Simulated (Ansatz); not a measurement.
Cost and result for the atomization energy of Cl$_{2}$H$_{4}$OSi$_{2}$, SMILES `Cl[SiH2]O[SiH2]Cl` (9 atoms, 8 bonds).

Z-matrix (Å, degrees):
```
Si
O 1 1.629
Cl 1 2.049 2 109.9
H 1 1.477 2 110.3 3 118.5
H 1 1.475 2 108.0 3 -117.9
Si 2 1.629 1 144.1 3 -44.2
Cl 6 2.049 2 109.9 1 -44.5
H 6 1.475 2 108.0 1 -162.4
H 6 1.477 2 110.3 1 74.1
```

Charge 0, multiplicity 1. The structure was optimised at the PBE0-D4/def2-TZVP level. It is one conformer, not always the lowest. Program: Ansatz. All runs use 4 threads of a server CPU on a shared host. Times are those of one run each, without the atoms' runs, and a repeat can differ threefold. Electronic energies, without spin–orbit coupling; frozen cores. CCSD(T)/CBS adds CCSD(T) − MP2 in def2-TZVPP to the MP2 limit, and its time is that of the two runs behind it. T1 = 0.010. B3LYP takes the VWN-RPA correlation (the form of Gaussian; ORCA's B3LYP/G).

CCSD(T)/CBS is a level of theory with its own doubt, some kJ/mol a heavy atom from the limit and from the frozen cores, so smaller differences don't rank the functionals.

```csv
level,functions,wall time,atomization (kcal/mol),difference from CCSD(T)/CBS,per bond
PBE-D4/def2-TZVPP (with forces),255,3.1 s,730.4,-8.4,-1.0
PBE0-D4/def2-TZVPP,255,4.4 s,724.7,-14.1,-1.8
r2SCAN-D4/def2-TZVPP (with forces),255,6.5 s,736.5,-2.3,-0.3
B2PLYP/def2-TZVPP,255,6.5 s,722.7,-16.1,-2.0
B3LYP-D4/def2-TZVPP (with forces),255,7 s,728.0,-10.8,-1.3
ωB97X-V/def2-TZVPP,255,11 s,740.1,1.3,0.2
ωB97M-V/def2-TZVPP (with forces),255,16 s,738.4,-0.4,0.0
MP2/def2-QZVPP,457,22 s,745.4,6.6,0.8
CCSD(T)/def2-TZVPP,255,2.7 min,714.8,-24.0,-3.0
CCSD(T)/CBS(def2),–,3.1 min,738.8,0.0,0.0
```

From PBE to PBE0 (25 % exact exchange), in def2-TZVPP and without D4, the atomization energy moves by −4.9 kcal/mol: exact exchange takes away binding that semilocal exchange gives to molecules. In def2-TZVPP, CCSD(T) changes the Hartree–Fock value by +158.4 kcal/mol (the triples alone add +9.8 kcal/mol) and MP2 by +174.4 kcal/mol; breaking electron pairs costs correlation energy, which Hartree–Fock lacks. The D4 term adds +10.4 kcal/mol with B3LYP and +5.5 kcal/mol with PBE0; it sums over pairs of atoms, weighted by their polarisabilities, and B3LYP, whose exchange is more repulsive, gets the larger term.
